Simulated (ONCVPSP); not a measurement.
## Cutoff test, Mo, ONCV

```json
{
 "Element": "Mo (Z = 42)",
 "Generator": "ONCVPSP 4.0.1",
 "Type": "optimised norm-conserving Vanderbilt (ONCV)",
 "Functional": "PBE",
 "Relativity": "scalar-relativistic",
 "Frozen core": "[Ar] 3d10",
 "Valence charge": "14",
 "Reference configuration": "4s2 4p6 4d4 (charge +2)",
 "Partial waves": "4s: rc 1.40 bohr, ncon 4, nbas 8, qcut 6.6 1/bohr, 2 projectors, debl 0.4 Ha; 4p: rc 2.00 bohr, ncon 4, nbas 8, qcut 8.4 1/bohr, 1 projector; 4d: rc 1.95 bohr, ncon 4, nbas 9, qcut 9.6 1/bohr, 1 projector",
 "Local potential": "polynomial inside 1.35 bohr (lpopt 5, dvloc0 0 Ha)",
 "Core correction": "polynomial model core, fcfact 0.35"
}
```

In the s channel the program set the typed energies aside and used -3.041, 0.250 Ha.

Question: For each optimised wave give the share of its norm inside rc, the residual kinetic energy above qcut (Ha) and the cutoffs (Ha) for errors of 10, 1, 0.1 and 0.01 mHa per electron.

Answer:

```json
{"wave": "4s", "norm inside rc": "0.801", "residual KE": "7.4e-04", "10 mHa": "16.4", "1 mHa": "21.0", "0.1 mHa": "77.4", "0.01 mHa": "95.5"}
{"wave": "s projector 2", "norm inside rc": "0.034", "residual KE": "3.2e-04", "10 mHa": "13.6", "1 mHa": "19.3", "0.1 mHa": "32.1", "0.01 mHa": "79.3"}
{"wave": "4p", "norm inside rc": "0.943", "residual KE": "7.4e-09", "10 mHa": "9.7", "1 mHa": "12.5", "0.1 mHa": "14.7", "0.01 mHa": "17.8"}
{"wave": "4d", "norm inside rc": "0.684", "residual KE": "1.4e-09", "10 mHa": "15.9", "1 mHa": "21.8", "0.1 mHa": "27.1", "0.01 mHa": "31.9"}
```

The occupied waves need 22 Ha and 77 Ha for 1 and 0.1 mHa.
